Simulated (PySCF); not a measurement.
Excitations are Tamm–Dancoff values on a coarser integration grid. The basis has no diffuse functions, so Rydberg states are missing or too high.

Cartesian coordinates (Å):
SMILES: O=C(O)[SiH2]O
```xyz
9

O      0.8659     1.4083     0.4348
C      0.8104     0.2365     0.1494
O      1.8747    -0.5720     0.2037
Si    -0.8520    -0.5467    -0.4122
O     -1.9013     0.7063    -0.3630
H      2.6329    -0.0414     0.4996
H     -0.7043    -1.0948    -1.7813
H     -1.2329    -1.6278     0.5275
H     -1.4934     1.5315    -0.0787
```
Charge 0, multiplicity 1.

Task: Estimate the dipole moment, S1 oscillator strength, S1 excitation (TDA), HOMO–LUMO gap and total energy that PySCF with PBE0-D4/def2-TZVP returns for this input.

Result: 
| Property | Result |
|---|---|
| dipole moment | 1.60 D |
| S1 oscillator strength | 0.006 |
| S1 excitation (TDA) | 5.24 eV |
| HOMO–LUMO gap | 7.32 eV |
| total energy | -555.4544 Ha |
